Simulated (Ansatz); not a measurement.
A nudged elastic band was laid between two geometries of CH$_{7}$NOSSi (12 atoms, charge 0, multiplicity 1).

All numbers below come from Ansatz 0.2.0, RKS r2SCAN/STO-3G.

```json
{
 "movable images": "5",
 "climbing image": "yes",
 "spring": "2.0 to 10.0 eV/Å², energy-weighted",
 "optimiser": "quadratic models (default)",
 "start path": "through a guess of the saddle point",
 "force threshold": "0.05 eV/Å",
 "iteration limit": "60",
 "end points": "relaxed"
}
```

Initial state:

```xyz
12
Properties=species:S:1:pos:R:3
C -1.857 1.128 -0.487
S -1.453 -0.475 0.290
Si 0.667 -0.333 0.029
N 1.593 -1.793 0.429
O 1.170 0.920 1.083
H -1.532 1.182 -1.539
H -2.949 1.252 -0.467
H -1.412 1.979 0.052
H 0.999 -0.052 -1.364
H 1.421 -2.537 -0.292
H 1.244 -2.225 1.319
H 2.186 0.899 0.981
```

Final state:

```xyz
12
Properties=species:S:1:pos:R:3
C -1.909 0.715 -0.644
S -1.109 0.753 0.997
Si 0.850 0.190 0.350
N 1.246 -1.526 0.109
O 1.863 0.728 1.621
H -1.961 -0.300 -1.071
H -2.939 1.078 -0.530
H -1.403 1.364 -1.377
H 1.121 0.792 -0.951
H 0.833 -1.874 -0.792
H 0.788 -2.127 0.838
H 2.696 0.153 1.483
```

Q: What changes between the two ends?

A: No bond is made or broken. The dihedral C1–S2–Si3–O5 goes from 69 to 160°.

Q: Give the energies along the band, and the barrier.

A: It converged. The highest image is number 0 of 0 to 6, 0.0 kJ/mol above the first end and 3.2 kJ/mol above the last; the last end lies 3.2 kJ/mol below the first. The highest image is an end point: on this band no image between the ends rises above it. Limits of this set-up: minimal basis.

| image | path coordinate (Å) | energy (kJ/mol) | dihedral C1–S2–Si3–O5 (°) |
| --- | --- | --- | --- |
| 0 | 0.00 | 0.0 | 69 |
| 1 | 0.69 | -0.1 | 86 |
| 2 | 1.30 | -0.1 | 102 |
| 3 | 1.92 | -0.5 | 117 |
| 4 | 2.53 | -1.5 | 132 |
| 5 | 3.15 | -2.6 | 146 |
| 6 | 3.76 | -3.2 | 160 |

Time of the run: 3.6 min on 1 thread of Intel(R) Xeon(R) Platinum 8488C (Sapphire Rapids), with other jobs on the host, peak memory 0.14 GiB.
